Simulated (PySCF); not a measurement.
BrF3Sn (SMILES [F][Sn]([F])([F])[Br]), singlet, geometry from GFN2-xTB (such geometries of metal compounds can be far from the true shape) (all electrons, no relativity), with bond 5-2 at 1.8 times its length. Base run: CASSCF(2,4)/STO-3G run with PySCF.

Here is a job for PySCF.
```python
from pyscf import gto, scf, mcscf
import numpy

mol = gto.Mole()
mol.atom = '''
    F    -1.38956690   -1.10506549   -1.39688214
    Sn   -0.58976237   -0.02320024    0.03932232
    F    -1.41416070    1.76006342   -0.07531208
    F    -1.19202983   -0.81218420    1.73861074
    Br    3.83780658    0.15097275   -0.25588519
'''
mol.basis = 'sto-3g'
mol.verbose = 4
mol.build()

mf = scf.RHF(mol)
mf.kernel()
mc = mcscf.CASSCF(mf, 4, 2)
mc.fix_spin_(ss=0.0)
mc.kernel()
occ = numpy.linalg.eigvalsh(mc.fcisolver.make_rdm1(mc.ci, mc.ncas, mc.nelecas))[::-1]
ss = mc.fcisolver.spin_square(mc.ci, mc.ncas, mc.nelecas)[0]
print('natural occupations', occ.round(4), ' <S^2>', round(ss, 4))
```

The base run was repeated with changes; each row names its change, and settings that it needs were set with it.

```tsv
change	ΔE vs base (kcal/mol)	natural occupations	<S^2> of the state
base	0.000	1.13 0.87 0.00 0.00	0.00
orbitals = fixed (CASCI)	1.86	1.14 0.86 0.00 0.00	0.00
solver = newton	0.000	1.13 0.87 0.00 0.00	0.00
conv_tol = 1e-5	0.000	1.13 0.87 0.00 0.00	0.00
active space = 10 electrons, 9 orbitals	-51.71	1.99 1.97 1.94 1.94 1.01 1.00 0.06 0.05 0.04	0.00
state_average = 2 states	1.04	-	-
active space = 2 electrons, 2 orbitals	0.001	1.13 0.87	0.00
fix_spin_ = off	0.000	1.13 0.87 0.00 0.00	0.00
active space = 4 electrons, 5 orbitals	-15.78	1.95 1.00 1.00 0.05 0.00	0.00
active space = 6 electrons, 5 orbitals	-18.23	1.99 1.95 1.01 1.00 0.05	0.00
orbitals = fixed (CASCI); correction = SC-NEVPT2	-47.33	1.14 0.86 0.00 0.00	0.00
```

Active orbitals are taken around the Fermi level unless the row says otherwise; CASSCF can end in different local minima, and two programs can end on different orbitals. State-averaged rows give the lowest state.
